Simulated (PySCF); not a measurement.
# Two-component Hartree-Fock for Ir³⁺ (iridium, charge +3)

Start: [Xe] 4f14 5d5 6s1; 5d5/2 filled at m_j = -3/2, -1/2, +1/2, +3/2, +5/2; 6s1/2 filled at m_j = +1/2. Calculated with PySCF 2.14 in x2c-TZVPall-2c (11s11p10d2f, 108 functions): generalised Hartree-Fock with the X2C-1e Hamiltonian and a Gaussian nucleus; spin-orbit coupling (SO) screened by Boettger's factors. This is a chosen level, not necessarily the ground level.

| spinor shell | electrons | ε, screened SO (eV) | weight of nominal j (screened SO) | rms radius, screened SO (bohr) |
| --- | --- | --- | --- | --- |
| 1s1/2 | 2 | -76544.2 | 1.000 | 0.0197 |
| 2s1/2 | 2 | -13564.8 | 1.000 | 0.0795 |
| 2p1/2 | 2 | -12973.2 | 1.000 | 0.0675 |
| 3s1/2 | 2 | -3265.9 | 1.000 | 0.203 |
| 3p1/2 | 2 | -3001.5 | 1.000 | 0.195 |
| 3p3/2 | 4 | -2638.2 | 1.000 | 0.210 |
| 3d3/2 | 4 | -2201.8 | 1.000 | 0.185 |
| 3d5/2 | 6 | -2123.7 | 1.000 | 0.189 |
| 4s1/2 | 2 | -760.01 | 1.000 | 0.450 |
| 4p1/2 | 2 | -647.27 | 1.000 | 0.456 |
| 4p3/2 | 4 | -560.22 | 1.000 | 0.490 |
| 4d3/2 | 4 | -375.09 | 0.998 | 0.507 |
| 4d5/2 | 6 | -358.24 | 0.999 | 0.519 |
| 5s1/2 | 2 | -150.85 | 1.000 | 1.04 |
| 4f5/2 | 6 | -120.28 | 0.977 | 0.584 |
| 4f7/2 | 8 | -116.97 | 0.983 | 0.585 |
| 5p1/2 | 2 | -114.16 | 0.922 | 1.15 |
| 5p3/2 | 4 | -96.550 | 0.961 | 1.22 |
| 5d5/2 | 5 | -48.863 | 0.498 | 1.60 |
| 6s1/2 | 1 | -36.548 | 1.000 | 2.66 |

(1) Where does 2p3/2 lie, and what is the 2p spin-orbit splitting (screened SO)?

```
   quantity   screened SO
E (hartree)  -17837.01147
        M_J             3
       ⟨J²⟩        12.005
       ⟨L²⟩         0.317
       ⟨S²⟩        11.677
```

Each row is a mean over spinors that exchange with the open shell spreads, by up to 10.526 eV (5p3/2).

Rows whose weight is well below 1 are mixtures of j = l ± 1/2: exchange outweighs spin-orbit coupling there, and the label is only the starting occupation.

Breit and QED terms are absent; they matter most for the inner s and p1/2 levels.

Densities and radii are taken from the X2C orbitals without a picture-change correction, which distorts them close to the nucleus.

## Answers

(1) At -11339.9 eV, 1633.3 eV above 2p1/2.
